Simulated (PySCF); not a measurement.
Mo(OH)(H)5 (H6MoO), SMILES [OH][MoH5], multiplicity 1.

Coordinates come from a PBE-D3(BJ)/def2-TZVP optimisation. The multiplicity is an assumed one; other spin states were not compared. The def2 effective core potentials stand for the cores of Mo; spin–orbit coupling is left out.

The numbers are results of PBE-D3(BJ)/def2-TZVP (PySCF), not measurements.

Frequencies are harmonic and unscaled.

Computed vibrational spectrum:
```json
[
 {"mode": "1", "ν (cm⁻¹)": "377", "IR (km/mol)": "3.0", "moving atoms (share of kinetic energy)": "H 83 %, O 12 %"},
 {"mode": "2", "ν (cm⁻¹)": "451", "IR (km/mol)": "70.5", "moving atoms (share of kinetic energy)": "H 93 %"},
 {"mode": "3", "ν (cm⁻¹)": "486", "IR (km/mol)": "59.0", "moving atoms (share of kinetic energy)": "H 90 %"},
 {"mode": "4", "ν (cm⁻¹)": "620", "IR (km/mol)": "42.3", "moving atoms (share of kinetic energy)": "H 97 %"},
 {"mode": "5", "ν (cm⁻¹)": "684", "IR (km/mol)": "59.6", "moving atoms (share of kinetic energy)": "O 67 %, H 26 %"},
 {"mode": "6", "ν (cm⁻¹)": "783", "IR (km/mol)": "17.0", "moving atoms (share of kinetic energy)": "H 99 %"},
 {"mode": "7", "ν (cm⁻¹)": "785", "IR (km/mol)": "78.4", "moving atoms (share of kinetic energy)": "H 82 %, O 14 %"},
 {"mode": "8", "ν (cm⁻¹)": "840", "IR (km/mol)": "1.9", "moving atoms (share of kinetic energy)": "H 83 %, O 10 %"},
 {"mode": "9", "ν (cm⁻¹)": "855", "IR (km/mol)": "104.9", "moving atoms (share of kinetic energy)": "H 99 %"},
 {"mode": "10", "ν (cm⁻¹)": "880", "IR (km/mol)": "36.5", "moving atoms (share of kinetic energy)": "H 98 %"},
 {"mode": "11", "ν (cm⁻¹)": "919", "IR (km/mol)": "14.3", "moving atoms (share of kinetic energy)": "H 99 %"},
 {"mode": "12", "ν (cm⁻¹)": "1072", "IR (km/mol)": "114.4", "moving atoms (share of kinetic energy)": "H 99 %"},
 {"mode": "13", "ν (cm⁻¹)": "1906", "IR (km/mol)": "102.1", "moving atoms (share of kinetic energy)": "H 99 %"},
 {"mode": "14", "ν (cm⁻¹)": "1912", "IR (km/mol)": "84.8", "moving atoms (share of kinetic energy)": "H 99 %"},
 {"mode": "15", "ν (cm⁻¹)": "1961", "IR (km/mol)": "53.7", "moving atoms (share of kinetic energy)": "H 99 %"},
 {"mode": "16", "ν (cm⁻¹)": "1978", "IR (km/mol)": "65.3", "moving atoms (share of kinetic energy)": "H 99 %"},
 {"mode": "17", "ν (cm⁻¹)": "2037", "IR (km/mol)": "37.9", "moving atoms (share of kinetic energy)": "H 98 %"},
 {"mode": "18", "ν (cm⁻¹)": "3724", "IR (km/mol)": "142.5", "moving atoms (share of kinetic energy)": "H 94 %"}
]
```
